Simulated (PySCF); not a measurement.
C5H11FSi: full NMR table

```yaml
Formula: C5H11FSi
SMILES: CC/C=C/[SiH2]CF
InChI: InChI=1S/C5H11FSi/c1-2-3-4-7-5-6/h3-4H,2,5,7H2,1H3/b4-3+
Point_group_of_the_computed_structure: C1
Degrees_of_unsaturation: 1
Carbon_signals: 5
Proton_signals: 6
```

Bonds (- single, = double, # triple, : aromatic): C1-C2, C2-C3, C3=C4, C4-Si5, Si5-C6, C6-F7. C1 carries H8, H9, H10; C2 carries H11, H12; C3 carries H13; C4 carries H14; Si5 carries H15, H16; C6 carries H17, H18. Stereochemistry as in CC/C=C/[SiH2]CF.

[PySCF 2.14.0 with density-fitted response routines: geometry: GFN2-xTB; shielding tensors at PBE0/pcSseg-1 (GIAO); a single conformation; no relativistic terms; fast rotation and ring inversion assumed for equivalent nuclei; gas phase]

Scale: TMS for ¹H and ¹³C and ²⁹Si; ¹⁹F against CFCl3 (reference shieldings calculated alike).

```tsv
carbon	δC, type	δH (multiplicity)	HMBC from (2–3 bonds)	span of the C tensor (ppm)
C1	16.7, CH3	1.11 (t)	H13, H11/H12	25
C2	37.4, CH2	2.27 (m)	H13, H14, H8/H9/H10	32
C3	164.1, CH	6.55 (m)	H14, H15/H16, H11/H12, H8/H9/H10	251
C4	125.9, CH	6.23 (m)	H13, H17/H18, H15/H16, H11/H12	212
C6	79.8, CH2	4.99 (m)	H14, H15/H16	119
```

Other nuclei:
```json
{"atoms": "H15/H16", "nucleus": "¹H", "environment": "hydrogen on a silicon bonded to 2 C", "δ (ppm)": "4.37", "σ (ppm)": "27.35"}
{"atoms": "F7", "nucleus": "¹⁹F", "environment": "fluorine on an sp3 carbon", "δ (ppm)": "-300.4", "σ (ppm)": "471.3"}
{"atoms": "Si5", "nucleus": "²⁹Si", "environment": "silicon bonded to 2 C, 2 H", "δ (ppm)": "-49.7", "σ (ppm)": "398.9"}
```

1. Carbon types of the structure: 2 × CH, 2 × CH2, 1 × CH3, leaving 2 H on heteroatoms.
2. δC 164.1, 125.9: alkene CH; an sp2 carbon of a C=C bond.
3. δC 79.8: sp3 CH2 bonded to F and Si; the inductive effect lowers its shielding.
4. δC 37.4: allylic sp3 CH2; a saturated carbon with 2 carbon neighbours and no heteroatom attached.
5. δC 16.7: methyl carbon; saturated and bonded to C and H only.
6. δH 2.27: hydrogen on an allylic sp3 CH2; allylic position.

Splittings by ¹⁹F in the carbon and heteronuclear signals aren't shown, as no couplings were computed. Shifts are as computed. Against solution values, carbons near 30 ppm lie about +3 ppm off and those near 130 ppm about +5 ppm. Of 1309 compounds with measured shifts, 239 miss one by over three times the rms of a fit or turn the order of signals round; such compounds aren't used in these exercises. Unscaled 19F shifts against computed CFCl3 carry errors that often reach 10 to 50 ppm. Multiplicities follow the n + 1 count of equivalent neighbours, as no J values were calculated; m marks all less simple cases, F and P coupling included.
